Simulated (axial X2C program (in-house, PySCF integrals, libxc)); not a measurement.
Low determinants of PtC at the PBE0 level, two-component

Calculated with an in-house all-electron X2C program for linear molecules (integrals from PySCF). Two-component (2c) means X2C with spin–orbit coupling and atomic mean-field two-electron Coulomb and Gaunt terms. Basis: Pt dyall-cv3z [13s14p9d6f4g], C dyall-v3z [7s6p2d1f] (cores contracted in-house); Gaussian nuclei, density fitting, unrestricted open shells. Masses: Pt 194.965 u, C 12.000 u.

Search at 1.668 Å (vertical energies from the lowest determinant):

```json
{"ΔE (eV)": "0.00", "state": "Ω = 0", "electrons beyond evenly filled partner blocks": "none", "electrons in ±ω = 1/2, 3/2, 5/2, 7/2": "48 24 10 2"}
{"ΔE (eV)": "1.51", "state": "Ω = 1", "electrons beyond evenly filled partner blocks": "2 × ω = 1/2", "electrons in ±ω = 1/2, 3/2, 5/2, 7/2": "48 24 10 2"}
{"ΔE (eV)": "1.67", "state": "Ω = 2", "electrons beyond evenly filled partner blocks": "ω = 1/2, ω = 3/2", "electrons in ±ω = 1/2, 3/2, 5/2, 7/2": "47 25 10 2"}
{"ΔE (eV)": "1.93", "state": "Ω = 1", "electrons beyond evenly filled partner blocks": "ω = -1/2, ω = 3/2", "electrons in ±ω = 1/2, 3/2, 5/2, 7/2": "47 25 10 2"}
{"ΔE (eV)": "2.35", "state": "Ω = 2", "electrons beyond evenly filled partner blocks": "ω = -1/2, ω = 5/2", "electrons in ±ω = 1/2, 3/2, 5/2, 7/2": "49 24 9 2"}
{"ΔE (eV)": "2.41", "state": "Ω = 3", "electrons beyond evenly filled partner blocks": "ω = 1/2, ω = 5/2", "electrons in ±ω = 1/2, 3/2, 5/2, 7/2": "49 24 9 2"}
{"ΔE (eV)": "2.74", "state": "Ω = 4", "electrons beyond evenly filled partner blocks": "ω = 3/2, ω = 5/2", "electrons in ±ω = 1/2, 3/2, 5/2, 7/2": "48 25 9 2"}
```

Lowest determinant, Ω = 0 (closed shell): Re = 1.663 Å, ωe = 1093.6 cm⁻¹.

The determinant in row 2 of the search, Ω = 1 (⟨Sz⟩ = 0.04, ⟨Lz⟩ = 0.96 at PBE0), was followed along the bond at PBE0; measured from the minimum of the lowest determinant it gives:

Te = 1.464 eV (11809 cm⁻¹), Re = 1.716 Å, ωe = 918.4 cm⁻¹.

The determinant in row 3 of the search, Ω = 2 (⟨Sz⟩ = 1.00, ⟨Lz⟩ = 1.00 at PBE0), was followed along the bond at PBE0; measured from the minimum of the lowest determinant it gives:

Te = 1.613 eV (13013 cm⁻¹), Re = 1.720 Å, ωe = 912.5 cm⁻¹.

(1) Compare the bond of the determinant in row 2 with that of the lowest one.

The search compares states at one distance, so a state with another bond length can lie lower; it is not exhaustive and yields mostly the lowest determinant of each block pattern, so other components and higher states of one pattern are missing. These are energies of single determinants, not of spin-adapted states; PBE0 term energies can be off by some tenths of an eV, and the functional has no current term. Open-shell Ω = 0 determinants with evenly filled partner blocks cannot be reached by this program, so the Ω shown need not be the lowest component.

Answers

(1) At PBE0 its Re is 0.053 Å longer and its force constant, which goes as ωe², is 0.71 times that of the lowest determinant. This determinant mixes spin states, so it has no term energy of its own.
